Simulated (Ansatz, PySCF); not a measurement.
CH₁₁NSi₄, SMILES N(=C/[SiH]([SiH3])[SiH3])/[SiH3].

Geometry: r2SCAN-D4/def2-SVP. The structure was generated by enumeration; whether it is a known compound was not checked. One conformer was computed; it need not be the lowest.

Vertical ionisation energy (IE) and electron affinity (EA) in eV. Rows of orbital energies are one-electron estimates. Where ΔSCF, EOM or ADC give a negative EA the extra electron is unbound and the value depends on the basis.

| level | IE | EA |
|---|---|---|
| −ε(HOMO), −ε(LUMO), ωB97X/def2-TZVP (PySCF) | 8.90 | -0.41 |
| −ε(HOMO), −ε(LUMO), PBE/def2-TZVP (PySCF) | 5.36 | 2.70 |
| ΔSCF, PBE0/def2-SVPD (Ansatz), final states of multiplicity 2 and 2 | 8.25 | 0.23 |
| ΔSCF, PBE/def2-SVPD (Ansatz), final states of multiplicity 2 and 2 | 8.07 | 0.35 |

**Question.** What vertical singlet–triplet gap does ΔSCF give with PBE0/def2-SVPD (Ansatz, a first-principles code) and with PBE/def2-SVPD (Ansatz)? (The exact figures need the calculation; the answer reports its results.)

**Answer.** 2.45 and 2.43 eV (triplet above singlet where positive).
